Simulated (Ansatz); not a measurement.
`[F][Hf]([F])([F])[SH]` + H₂Se → `[F][Hf]([F])([F])[SeH]` + H₂S at 600 K and 1 bar (ligand exchange at the Hf–S bond).

Isolated molecules relaxed with PBE0-D4/def2-TZVP in Ansatz; ΔE leaves out vibrations. CCSD(T)/CBS adds triple-zeta CCSD(T) − MP2 to the extrapolated MP2 energy (def2 sets, frozen cores). This one scheme is used for every species. def2 core potentials past Kr. For Hf, Se outer-core shells are correlated without core-valence functions, which leaves a few kJ/mol of doubt a bond. Scalar relativity is left out up to krypton. One conformer a species, not always the lowest.

```json
{"species": "`[F][Hf]([F])([F])[SH]`", "CCSD(T)/CBS energy (Eh)": "-745.95117", "H − E (kJ/mol)": "95.1", "S (J/(mol·K))": "463.4"}
{"species": "H₂Se", "CCSD(T)/CBS energy (Eh)": "-2401.89790", "H − E (kJ/mol)": "57.0", "S (J/(mol·K))": "244.8"}
{"species": "`[F][Hf]([F])([F])[SeH]`", "CCSD(T)/CBS energy (Eh)": "-2748.87958", "H − E (kJ/mol)": "93.2", "S (J/(mol·K))": "476.9"}
{"species": "H₂S", "CCSD(T)/CBS energy (Eh)": "-398.97279", "H − E (kJ/mol)": "60.8", "S (J/(mol·K))": "230.9"}
```

H − E and S are ideal-gas, rigid-rotor, harmonic terms from PBE0-D4/def2-TZVP, for one conformer and one mirror image of each species. 1 Eh = 2625.50 kJ/mol, R = 8.31446 J/(mol·K).

Task: By hand: ΔE, ΔH, ΔS and ΔG.

Result: ΔE = (-2748.87958) + (-398.97279) − (-745.95117) − (-2401.89790) = -0.00330 Eh = -8.7 kJ/mol. Δ(H − E) = 93.2 + 60.8 − 95.1 − 57.0 = 1.9, so ΔH = -6.8 kJ/mol. ΔS = 476.9 + 230.9 − 463.4 − 244.8 = -0.4 J/(mol·K). ΔG = -6.8 − 600 × (-0.4)/1000 = -6.6 kJ/mol.

Task: By hand: the equilibrium constant, and the temperature at which ΔG would vanish if ΔH and ΔS stayed fixed.

Result: log₁₀ K = −ΔG/(RT ln 10) = 0.6. ΔG = 0 at ΔH/ΔS = 17000 K, far beyond where these terms or the molecules hold.

The number of gas molecules stays the same, so ΔS is small and ΔH decides. A doubt of 5 kJ/mol in ΔE shifts log₁₀ K by 0.4 here. Other conformers and mirror images would add mixing entropy, several J/(mol·K) or more a flexible species. Modes under 60 cm⁻¹, often nearly free rotors, make the harmonic entropy too high. These are equilibria of isolated gas molecules and say nothing of rates. Largest T1 diagnostic: 0.016 (customary marks: 0.02 for closed shells, 0.045 for open ones).
